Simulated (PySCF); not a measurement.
Spinor energies of Pt⁻ (platinum, charge -1)

Start: [Xe] 4f14 5d9 6s2; 5d3/2 filled at m_j = -3/2, -1/2, +1/2, +3/2; 5d5/2 filled at m_j = -3/2, -1/2, +1/2, +3/2, +5/2. Calculated with PySCF 2.14 in x2c-SVPall-2c with one added diffuse shell each of s, d type (8s9p10d2f, 99 functions): generalised Hartree-Fock with the X2C-1e Hamiltonian and a Gaussian nucleus; one run each with spin-orbit coupling (SO) switched off, then screened by Boettger's factors.

```
spinor shell  electrons  ε, spin-free (eV)  ε, screened SO (eV)  weight of nominal j (screened SO)  rms radius, screened SO (bohr)
       1s1/2          2           -78820.0             -78791.4                              1.000                          0.0194
       2s1/2          2           -13991.4             -13982.5                              1.000                          0.0782
       2p1/2          2           -12135.7             -13378.9                              1.000                          0.0663
       2p3/2          4           -12135.7             -11644.0                              1.000                          0.0741
       3s1/2          2            -3348.9              -3346.0                              1.000                           0.200
       3p1/2          2            -2799.7              -3075.8                              1.000                           0.191
       3p3/2          4            -2799.7              -2688.3                              1.000                           0.207
       3d3/2          4            -2194.8              -2242.2                              1.000                           0.183
       3d5/2          6            -2194.8              -2160.2                              1.000                           0.186
       4s1/2          2            -750.47              -749.58                              1.000                           0.441
       4p1/2          2            -567.20              -633.60                              1.000                           0.447
       4p3/2          4            -567.20              -540.22                              1.000                           0.480
       4d3/2          4            -339.71              -349.70                              1.000                           0.497
       4d5/2          6            -339.71              -332.13                              1.000                           0.507
       5s1/2          2            -113.70              -113.58                              1.000                            1.03
       4f5/2          6            -84.862              -86.462                              0.999                           0.564
       4f7/2          8            -84.862              -82.970                              0.999                           0.566
       5p1/2          2            -63.168              -74.229                              0.998                            1.16
       5p3/2          4            -63.168              -58.505                              0.999                            1.20
       5d3/2          4             -4.968               -6.103                              0.964                            1.80
       5d5/2          5             -4.968               -4.154                              0.968                            1.94
       6s1/2          2             -1.139               -1.150                              0.989                            4.26
```

```csv
quantity,spin-free,screened SO
E (hartree),-18398.73740,-18425.48958
M_J,5/2,5/2
⟨J²⟩,8.786,8.790
⟨L²⟩,6.018,6.160
⟨S²⟩,0.767,0.908
```

The basis lacks diffuse functions for the outer shell of this anion, so its levels lie too high.

Each row is a mean over spinors that exchange with the open shell spreads, by up to 4.094 eV (5p3/2).

Breit and QED terms are absent; they matter most for the inner s and p1/2 levels.

Densities and radii are taken from the X2C orbitals without a picture-change correction, which distorts them close to the nucleus.

Without spin-orbit coupling the j labels of p, d and f shells carry no meaning; the spin-free column gives the mean over the occupied spinors of each nl shell.
